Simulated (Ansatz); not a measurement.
`N#C[SiH2][SiH2]Cl` + CH₃OH → `CO[SiH2][SiH2]Cl` + `C#N`  (ligand exchange at the Si–C bond)

Calculated with Ansatz (gas phase, PBE0-D4/def2-TZVP geometries, no zero-point term in ΔE). CBS: MP2 limit from def2 TZ/QZ plus the TZ coupled-cluster correction, frozen cores. This one scheme is used for every species. Functionals use def2-TZVPP. One conformer a species, not always the lowest.

```json
{"level": "ωB97M-V", "ΔE (kJ/mol)": "-45.1"}
{"level": "PBE", "ΔE (kJ/mol)": "-33.0"}
{"level": "PBE0", "ΔE (kJ/mol)": "-36.0"}
{"level": "BHLYP", "ΔE (kJ/mol)": "-48.2"}
{"level": "LC-ωPBE", "ΔE (kJ/mol)": "-41.9"}
{"level": "MP2/def2-TZVPP", "ΔE (kJ/mol)": "-44.8"}
{"level": "CCSD(T)/def2-TZVPP", "ΔE (kJ/mol)": "-44.8"}
{"level": "CCSD/CBS(def2)", "ΔE (kJ/mol)": "-46.8"}
```

**Question.** What does CCSD(T)/CBS give? (Estimate.)

**Answer.** Computed: -45.1 kJ/mol. The listed levels differ from it by 0.0, 12.1, 9.1, -3.1, 3.2, 0.3, 0.3, -1.7 kJ/mol.

Largest T1 diagnostic among the species: 0.014.

Leaving LDA and LC-ωPBE aside and taking each functional with its dispersion term where it has one, the values, not all of them listed here, spread over 15.2 kJ/mol, from BHLYP-D4 to PBE-D4. LDA lies −6.2 kJ/mol from PBE without D4. From BLYP to BHLYP (50 % exact exchange), in def2-TZVPP and without D4, ΔE moves by −7.7 kJ/mol. In def2-TZVPP, CCSD(T) changes the Hartree–Fock value by +7.8 kJ/mol (the triples alone add +1.7 kJ/mol) and MP2 by +7.7 kJ/mol.

CCSD(T)/CBS has its own doubt, a few kJ/mol and more with outer-core shells, so smaller differences from it don't rank the levels.
